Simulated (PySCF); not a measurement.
Mapped SMILES: `[CH3:1][N:2]([C:3](=[O:4])[C:5]([F:6])([F:7])[F:8])[C:9](=[O:10])[C:11]([F:12])([F:13])[F:14]`. Each H is labelled by its parent atom.

Geometry: PBE0-D3(BJ)/def2-SVP; GIAO shifts from PySCF, gas phase, non-relativistic, averaged over equivalent atoms.

At PBE0/pcSseg-1 (253 basis functions):
| atoms | δ (ppm) |
| --- | --- |
| C3/C9 | 165.0 |
| C5/C11 | 120.5 |
| C1 | 30.6 |
| N2 | 177.5 |
| O4/O10 | 512.6 |
| F6/F7/F8/F12/F13/F14 | -83.7 |
| H(C1) | 3.46 |

Shifts are taken against calculated references (same method and geometry level): $^{13}$C (σref 184.41) and $^{1}$H (σref 31.27) vs TMS; $^{15}$N (σref 265.67) against NH3; H2O for $^{17}$O (σref 334.56); CFCl3 for $^{19}$F (σref 177.25).

**Question.** What do these become at CAM-B3LYP/pcSseg-2?

**Answer.** 
```csv
atoms,δ at CAM-B3LYP/pcSseg-2,change
C3/C9,174.0,+9.0
C5/C11,126.6,+6.1
C1,31.3,+0.7
N2,174.9,-2.6
O4/O10,513.1,+0.5
F6/F7/F8/F12/F13/F14,-71.9,+11.8
H(C1),3.52,+0.06
```

Referencing at the same level of theory: $^{13}$C (σ = 182.55 ppm), $^{1}$H (σ = 31.34 ppm) vs TMS; $^{15}$N (σ = 261.83 ppm) against NH3; $^{17}$O (σ = 329.76 ppm) vs H2O; $^{19}$F (σ = 186.01 ppm) vs CFCl3.

The largest change is at F6/F7/F8/F12/F13/F14 (fluorine of a CF3 group). Cost: 546 basis functions. The order of the carbon signals is the same at both levels.

Unscaled 19F shifts against computed CFCl3 carry errors that often reach 10 to 50 ppm. Unscaled 17O shifts of doubly bonded oxygen tend to come out too high, by tens of ppm or more. Experimental scales use liquid or dissolved standards, which lie at an offset from isolated NH3 (liquid NH3: subtract about 20 ppm) and H2O (liquid H2O: subtract about 36 ppm). Unscaled 15N shifts of sp2 nitrogen come out 20 to 40 ppm too high even then.
